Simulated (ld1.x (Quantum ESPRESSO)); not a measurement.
C: variants of one RRKJ potential

Base potential:

ld1.x (Quantum ESPRESSO) 7.5 input, shortened:

```
&input
   title='C', zed=6., rel=1, dft='PZ', iswitch=3,
   config='[He] 2s2 2p2'
 /
 &inputp
   pseudotype=2, tm=.false., rho0=0.01, lloc=1,
   nlcc=.false.
 /
2
2S  1  0   2.00   0.00  1.00  1.00  0.0
2P  2  1   2.00   0.00  2.95  2.95  0.0
 &test
   configts(1)='2s2 2p2'
 /
```

Cutoffs, loose and tight: the cutoffs (Ry, on a coarse ladder) from which the occupation-weighted sum of valence levels, in a spherical-Bessel basis at the reference potential, stays within 10 and 1 mRy of its value at 400 Ry. They do not see the model core or the augmentation charge, which bear on the density cutoff. Test errors are all-electron minus pseudo excitation energies from the reference, over the configurations 2s2 2p1; 2s2 2p0; 2s1 2p0; 2s0 2p4; 2s2 2p1.5; 2s2 2p2.3; 2s1 2p3 (two spin-polarised tests are not counted in the largest error). A dash means not determined; rows that change the core or the reference have their own tests.

| change | outcome | cutoff, loose | cutoff, tight | bound ghosts | largest test error (meV) |
| --- | --- | --- | --- | --- | --- |
| base | generated | 50 Ry | 90 Ry | none | +2111 |
| core correction a·sin(br)/r model core inside 1.14 bohr | generated | 50 Ry | 90 Ry | none | +2099 |
| functional PBEsol | generated | 50 Ry | 80 Ry | none | +1962 |
| reference 2s2 2p1 | generated | 55 Ry | 90 Ry | none | +1123 |
| wave 2s (bound): rc 1.00 bohr becomes 2s (bound): rc 1.12 bohr | generated | 50 Ry | 70 Ry | none | +2110 |
| wave 2p (bound): rc 2.95 bohr becomes 2p (bound): rc 2.18 bohr | generated | 50 Ry | 80 Ry | none | +843 |
| type TM; local potential the s channel; rho0 0 | generated | 35 Ry | 90 Ry | none | +2129 |
| type TM; rho0 0 | generated | 35 Ry | 90 Ry | none | +2116 |

(1) What comes out with this change to the base: local potential the s channel?

(2) What comes out with this change to the base: all radii scaled by about 1.26 (s 1.26, p 3.72 bohr)?

Answers

(1) outcome: generated; cutoff, loose: 35 Ry; cutoff, tight: 90 Ry; bound ghosts: none; largest test error (meV): +2810.

(2) outcome: generated; cutoff, loose: 50 Ry; cutoff, tight: 70 Ry; bound ghosts: none; largest test error (meV): +4001.
